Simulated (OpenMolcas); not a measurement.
Mo4+ (d2) among equal point charges was computed by CASSCF with the d shell active (OpenMolcas, ANO-RCC-VDZP on the metal). Its lowest spin-free states, and all those of the highest spin:

```json
{"2S+1": "3", "Degeneracy": "3", "E (cm-1)": "0.0"}
{"2S+1": "1", "Degeneracy": "3", "E (cm-1)": "11709"}
{"2S+1": "1", "Degeneracy": "2", "E (cm-1)": "11928"}
{"2S+1": "3", "Degeneracy": "3", "E (cm-1)": "15818"}
{"2S+1": "1", "Degeneracy": "1", "E (cm-1)": "24728"}
{"2S+1": "3", "Degeneracy": "3", "E (cm-1)": "26844"}
{"2S+1": "1", "Degeneracy": "3", "E (cm-1)": "29670"}
{"2S+1": "1", "Degeneracy": "3", "E (cm-1)": "32566"}
{"2S+1": "3", "Degeneracy": "1", "E (cm-1)": "33578"}
{"2S+1": "1", "Degeneracy": "2", "E (cm-1)": "48108"}
{"2S+1": "1", "Degeneracy": "1", "E (cm-1)": "66114"}
```

**Question.** Is the site octahedral, tetrahedral or cube-like, axial, or of lower symmetry?

**Answer.** The states with 2S+1 = 3 have orbital degeneracies 3, 3, 3, 1. Threefold states need a cubic site. For d2 at this spin an octahedron puts the threefold T1 below the threefold T2 and a tetrahedron or cube puts the single A2 below the threefold T2, so the site is octahedral. The run had Mo4+ among 6 point charges of -1.7 e arranged as an octahedron (Oh), 1.78 Å from the ion.

An orbital triplet at a regular site is open to Jahn-Teller coupling, which can distort the site and quench the lowest spin-orbit gaps and is left out. Without dynamic correlation the repulsion within the d shell is too large (B by tens of per cent), so at a given field states of lower spin stand too high. Point charges carry no covalency, so the field is a model and not that of real ligands. No measured value stands beside these numbers.
